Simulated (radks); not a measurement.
The numbers below are computed, except where a source is named.
Problem. The thallium ion Tl2+, configuration [Xe] 4f14 5d10 6s1 (the NIST ground configuration). Level of theory: scalar-relativistic Kohn-Sham, r2SCAN, spin-polarised, spherical densities, finite nucleus; open shells are filled with parallel spins first (spin-orbit coupling, left out, can overturn this in heavy ions); meta-GGA in the generalised Kohn-Sham scheme; Fermi nuclear charge, rms radius 5.4759 fm (a radial shooting solver on a logarithmic mesh with Libxc functionals). Some entries of the table are withheld. Estimate them.

orbital,occ.,eigenvalue (eV),r(max) (bohr),<r> (bohr)
1s up,1,-85704.83,0.01003,0.01632
1s down,1,-85704.80,0.01003,0.01632
2s down,1,-15304.28,0.05812,0.06875
2s up,1,-15304.28,0.05812,0.06875
2p up,3,-13165.96,0.04832,0.06235
2p down,3,-13165.96,0.04832,0.06235
3s up,1,-3678.234,0.1638,0.1774
3s down,1,-3678.219,0.1638,0.1774
3p up,3,-3060.098,0.1637,0.1792
3p down,3,-3060.084,0.1637,0.1792
3d up,5,-2417.555,0.1335,0.1625
3d down,5,-2417.546,0.1335,0.1625
4s up,1,-841.7006,0.3689,0.3916
4s down,1,-841.6660,0.3689,0.3916
4p up,3,-638.2142,0.3888,0.4172
4p down,3,-638.1742,0.3888,0.4172
4d up,5,-398.2280,0.3954,0.4396
4d down,5,-398.1812,0.3954,0.4396
5s up,1,-151.4079,0.8090,0.8806
5s down,1,-151.3657,0.8093,0.8805
4f up,7,-133.1801,(1),0.4677
4f down,7,-133.1320,(2),0.4677
5p up,3,-96.0143,0.9049,1.010
5p down,3,-95.9579,0.9051,1.008
5d up,5,-33.8290,1.113,(3)
5d down,5,-33.3879,1.109,(4)
6s up,1,-26.0919,1.997,2.252
6s down,0,-24.2781,1.989,2.262

Solution. 
(1) 4f up r(max) (bohr): 0.3590
(2) 4f down r(max) (bohr): 0.3590
(3) 5d up <r> (bohr): 1.366
(4) 5d down <r> (bohr): 1.347
